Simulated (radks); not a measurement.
Charge is removed step by step from the 2p level of neutral carbon, starting from [He] 2s2 2p2. Method: non-relativistic Kohn-Sham, PBE, spin-unpolarised, spherical densities, point nucleus; computed with a radial shooting solver on a logarithmic mesh with Libxc functionals.

\begin{tabular}{lrrr}
removed (e) & E - E(0) (eV) & eigenvalue (eV) & E minus straight line (eV) \\ \hline
0 & 0.000 & -5.289 & 0.000 \\
0.1 & 0.579 & -6.301 & -0.507 \\
0.2 & 1.261 & -7.352 & -0.912 \\
0.3 & 2.051 & -8.441 & -1.209 \\
0.4 & 2.951 & -9.565 & -1.395 \\
0.5 & 3.965 & -10.724 & -1.468 \\
0.6 & 5.097 & -11.917 & -1.422 \\
0.7 & 6.349 & -13.142 & -1.256 \\
0.8 & 7.726 & -14.400 & -0.966 \\
0.9 & 9.230 & -15.689 & -0.548 \\
1 & 10.865 & -17.008 & 0.000 \\
\end{tabular}

Removing the whole electron costs 10.865 eV by Delta-SCF, against 5.289 eV from minus the eigenvalue at the starting occupation. Slater's transition state (half an electron removed) gives 10.724 eV. Integrating minus the eigenvalue over the occupation (Janak's theorem) gives 10.865 eV. The mean slope of the eigenvalue, de/dn, is 11.7 eV per electron. Ionisation energy of C in the NIST Atomic Spectra Database: 11.260 eV (measured).

Beside tabulated values, note that spin-unpolarised runs miss the spin-polarisation part of the exchange energy of open shells.
